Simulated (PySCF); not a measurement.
# Identify the compound

An unknown has the formula C$_{7}$H$_{10}$F$_{3}$P. Its calculated NMR data are:

¹H NMR (300 MHz, computed): δ 1.69 (m, 3H), 1.03 (m, 1H), 0.98 (m, 1H), 0.84 (m, 1H), 0.74 (m, 1H), 0.66 (m, 1H), 0.10 (m, 2H).

¹³C{¹H} NMR (computed): δ 170.9 (C), 144.7 (C), 15.9 (CH3), 7.4 (CH), 4.0 (CH2), 3.7 (CH2), -1.9 (CH2).

Relativity neglected, one averaged value for each set of equivalent atoms, a single conformation, in vacuum. GFN2-xTB structure; NMR shieldings at PBE0/pcSseg-1/GIAO; PySCF 2.14.

References, each an isolated molecule treated in the same way: TMS for ¹H and ¹³C.

Which of these isomers gave the spectra?
A. C=C/C(C)=P/CCC(F)(F)F
B. CC(C)(C)/C=P\C(F)=C(F)F
C. C=[P@@](C)(C(F)=C(F)F)C1CC1

Results:

C. 

7 carbon signals for 7 carbons: no two carbons are equivalent. Carbon types of the structure: 2 × C, 1 × CH, 3 × CH2, 1 × CH3, which accounts for all hydrogens. δC 170.9, 144.7: fully substituted alkene carbon. δC 15.9: methyl carbon bonded to P. δC 7.4, 4.0, 3.7: three-membered-ring carbon; carbons of three-membered rings are unusually shielded. δC -1.9: carbon double-bonded to a heavier main-group atom. δH 1.03, 0.98, 0.84, 0.74, 0.66: hydrogen on a three-membered-ring carbon; cyclopropane-type protons are shielded by the ring.

The others: CC(C)(C)/C=P\C(F)=C(F)F would give 5 carbon signals, not 7; C=C/C(C)=P/CCC(F)(F)F would give 6 signals for carbon-bound and other non-exchanging H, not 7.

Splittings by ¹⁹F and ³¹P in the carbon and heteronuclear signals aren't shown, as no couplings were computed. Shifts are as computed. Against solution values, carbons near 30 ppm lie about +3 ppm off and those near 130 ppm about +5 ppm. Of 1211 compounds with measured shifts, 218 miss one by over three times the rms of a fit or turn the order of signals round; such compounds aren't used in these exercises. Multiplicities follow the n + 1 count of equivalent neighbours, as no J values were calculated; m marks all less simple cases, F and P coupling included.
